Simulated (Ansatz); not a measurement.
Dimethyl selenide, C$_{2}$H$_{6}$Se, 9 atoms. Total charge 0; spin multiplicity 1. Correlated methods include outer-core shells of Se, which these sets cover unevenly. Scalar relativity is left out up to krypton. All runs use 2 threads of a server CPU on a shared host. Correlated methods freeze the cores.

Question: How many basis functions does each run have, and how long does it take in Ansatz? RKS ωB97M-V/def2-QZVPP energy; RHF-MP2/def2-QZVPP energy; RKS PBE0-D4/def2-TZVP relaxation (5 steps); RHF-CCSD(T)/def2-SVP energy; RKS HSE06-D4/def2-TZVPP energy; RKS revPBE-D4/def2-TZVPP energy; RKS SPW92/def2-TZVPP energy; RKS PBE0-D4/def2-QZVPP energy; RHF-CCSD(T)/def2-TZVPP energy; RKS PBE0-D4/def2-SVP energy; direct RPA on PBE orbitals/def2-TZVPP energy; RKS ωB97M-V/def2-SVP energy. (Best estimate.)

Answer: The calculation gave: Other jobs shared the machine, so times are rough.

| level | job | functions | wall time | peak host memory (GiB) |
| --- | --- | --- | --- | --- |
| RKS PBE0-D4/def2-SVP | energy | 90 | 0.95 s | 0.18 |
| RKS SPW92/def2-TZVPP | energy | 194 | 1 s | 0.22 |
| RKS revPBE-D4/def2-TZVPP | energy | 194 | 1.2 s | 0.22 |
| RKS ωB97M-V/def2-SVP | energy | 90 | 2.9 s | 0.26 |
| RKS HSE06-D4/def2-TZVPP | energy | 194 | 2.9 s | 0.43 |
| direct RPA on PBE orbitals/def2-TZVPP | energy | 194 | 3 s | 0.37 |
| RHF-CCSD(T)/def2-SVP | energy | 90 | 3.3 s | 0.33 |
| RKS PBE0-D4/def2-QZVPP | energy | 383 | 4.9 s | 1.1 |
| RKS ωB97M-V/def2-QZVPP | energy | 383 | 11 s | 1.3 |
| RKS PBE0-D4/def2-TZVP | relaxation (5 steps) | 146 | 11 s | 0.34 |
| RHF-MP2/def2-QZVPP | energy | 383 | 15 s | 1.8 |
| RHF-CCSD(T)/def2-TZVPP | energy | 194 | 27 s | 2.4 |

HSE06 is defined as in plane-wave codes.
